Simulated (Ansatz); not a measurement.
H4O3SSi: structure from calculated spectroscopic constants

These gas-phase data were calculated for one isomer of H4O3SSi at PBE0-D3(BJ)/def2-SVP (harmonic, unscaled wavenumbers; equilibrium rotational constants with average atomic masses):

| Item | Value |
| --- | --- |
| rotational constants | 6.395, 1.888, 1.562 GHz |
| all wavenumbers above 1500 cm⁻¹ | 3933, 3925, 2656, 2332 |
| dipole moment | 1.11 D (PBE0/def2-TZVPD) |

Candidates:

(1) `O[Si](O)(O)S`, a singlet
(2) `O[SiH](O)OS`, a singlet

Task: Which structure fits?

Result: Candidate (2). The band at 2332 cm⁻¹ lies where the Si–H stretch is expected; (1) has no mode between 2000 and 2380 cm⁻¹.

The same quantities for all candidates:

```
     rotational constants (GHz)  wavenumbers above 1500 cm⁻¹  dipole (D)  E above the lowest, PBE0-D3(BJ)/def2-SVP (kcal/mol)
(1)          3.922, 2.388, 2.25       3937, 3932, 3913, 2728        0.72                                                  0.0
(2)         6.395, 1.888, 1.562       3933, 3925, 2656, 2332        1.11                                                 51.1
```

Harmonic stretches to hydrogen usually lie a few per cent above observed fundamentals. Each candidate is one conformer. Programs: Ansatz 0.2.0.
